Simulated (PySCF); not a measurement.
CH₆ClFSi₂. Atoms are numbered in the order given.

```xyz
11

F      1.7601    -0.6744     0.7575
Si     0.9293    -0.1550    -0.5330
Cl     0.5066     1.8375    -0.2287
C     -0.6408    -1.1218    -0.6618
Si    -1.9366    -0.7728     0.6724
H      1.8241    -0.2649    -1.7102
H     -1.0946    -0.9317    -1.6498
H     -0.3728    -2.1927    -0.6308
H     -2.9926    -1.8287     0.6229
H     -2.5703     0.5563     0.4372
H     -1.3001    -0.7866     2.0223
```

Geometry: PBE0-D3(BJ)/def2-SVP. The structure was generated by enumeration; whether it is a known compound was not checked. The values are those of a single conformer.

All values below come from PBE0-D3(BJ)/def2-SVP run with PySCF.

Frequencies are harmonic and unscaled.

```
mode  ν (cm⁻¹)  IR (km/mol)    moving atoms (share of kinetic energy)
----  --------  -----------  ----------------------------------------
1           38          0.1   H 30 %, Si 21 %, Cl 20 %, F 19 %, C 9 %
2           99          1.7                   H 33 %, Si 30 %, F 23 %
3          127          0.5                  H 60 %, Cl 22 %, Si 16 %
4          202          0.2  H 36 %, C 21 %, F 18 %, Si 15 %, Cl 10 %
5          243          8.1                  F 55 %, Cl 23 %, Si 11 %
6          347         19.6           Si 53 %, H 15 %, F 12 %, C 12 %
7          491          2.8                                    H 88 %
8          529         34.3          Si 40 %, Cl 28 %, C 16 %, H 14 %
9          582         17.3                  H 42 %, Si 38 %, Cl 14 %
10         678         31.6                   H 64 %, C 23 %, Si 11 %
11         735         14.2                            H 67 %, C 25 %
12         770         50.4                   H 45 %, C 34 %, Si 20 %
13         835        285.7                   H 70 %, Si 17 %, C 11 %
14         837         37.5                            H 75 %, F 18 %
15         912        224.3                   H 45 %, Si 28 %, F 25 %
16         940        149.2                    H 73 %, Si 16 %, F 9 %
17         944         61.5                                    H 90 %
18         949         58.1                                    H 96 %
19        1016         10.7                            H 89 %, Si 9 %
20        1088         92.6                            H 53 %, C 43 %
21        1367         13.7                             H 92 %, C 8 %
22        2234        110.7                                    H 97 %
23        2246         73.9                                    H 97 %
24        2255         87.5                                    H 96 %
25        2291        124.5                                    H 97 %
26        3068          0.7                                    H 95 %
27        3137          0.4                             H 91 %, C 9 %
```
